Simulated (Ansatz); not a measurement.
Harmonic frequencies (cm⁻¹) at PBE0-D4/def2-TZVP from Ansatz: 21, 93, 107, 127, 146, 147, 378, 408, 412, 486, 496, 678, 1527, 3549, 3645.

Each molecule was computed in one conformer, which needn't be the lowest.

(1) Which molecule is it?
A. `[OH][Zr]([OH])([OH])[Br]`
B. `[SH][Zr]([SH])([SH])[Cl]`
C. `[NH2][Zr]([Cl])([Cl])[Cl]`
D. `[OH][Zr]([SH])([SH])[SH]`

Answers

(1) C.
